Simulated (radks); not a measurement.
Results of a calculation; reference values are marked as such.
Ionisation of neutral silver, [Kr] 4d10 5s1, to [Kr] 4d10 as the strength of local exchange is varied. Code: a radial shooting solver on a logarithmic mesh with Libxc functionals. Model: scalar-relativistic Kohn-Sham, Slater X-alpha exchange (alpha = 2/3 is LDA exchange), no correlation, spin-polarised, spherical densities, point nucleus; open shells are filled with parallel spins first (spin-orbit coupling, left out, can overturn this in heavy ions).

alpha,E(Ag) (hartree),exchange (hartree),IE (eV),-e of the level emptied (eV),<r> of it (bohr)
0.591,-5290.83461,-123.37892,6.912,3.780 (5s),3.268
0.652,-5303.61048,-136.45395,7.295,4.148 (5s),3.204
0.667,-5306.75698,-139.67882,7.391,4.241 (5s),3.189
0.755,-5325.25528,-158.67507,7.964,4.801 (5s),3.104
0.771,-5328.62574,-162.14305,8.070,4.906 (5s),3.089
0.914,-5358.84639,-193.33045,9.046,5.881 (5s),2.963
0.917,-5359.48226,-193.98843,9.067,5.902 (5s),2.961

NIST Atomic Spectra Database: 7.576 eV (measured). The Delta-SCF value meets it near alpha = 0.70.
